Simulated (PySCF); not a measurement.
C$_{2}$H$_{3}$Cl$_{2}$F (SMILES CC(F)(Cl)Cl), singlet, geometry from GFN2-xTB. Base run: CCSD(T)/cc-pVDZ (PySCF).

Input for PySCF:
```python
from pyscf import gto, scf, cc

mol = gto.Mole()
mol.atom = '''
    C    -1.66991976   -0.45344009    0.10958763
    C    -0.19263087   -0.17234528    0.22840979
    F     0.30323893   -0.69291341    1.37360198
    Cl    0.13502435    1.58251993    0.26043246
    Cl    0.71905367   -0.90244794   -1.12204078
    H    -1.83096200   -1.52963970    0.11249642
    H    -2.05417419   -0.03031755   -0.81329588
    H    -2.18803673   -0.01033371    0.95773868
'''
mol.basis = 'cc-pvdz'
mol.verbose = 4
mol.max_memory = 1800
mol.build()

mf = scf.RHF(mol)
mf.kernel()

mycc = cc.CCSD(mf, frozen=13)
mycc.kernel()
et = mycc.ccsd_t()
print('E(CCSD(T)) = %.10f' % (mycc.e_tot + et))
```

The base run was repeated with changes; each row names its change, and settings that it needs were set with it.

| change | ΔE vs base (kcal/mol) | MP2 correlation (Eh) | CC correlation without the perturbative part (Eh) | basis functions | core-seconds (rough) |
|---|---|---|---|---|---|
| base | 0.000 | -0.74088 | -0.78293 | 93 | 30 |
| method = ccsd | 12.89 | -0.74088 | -0.78293 | 93 | 20 |
| method = cisd | 94.3 | - | - | 93 | 9 |
| method = mp2 | 39.27 | -0.74088 | - | 93 | 3 |
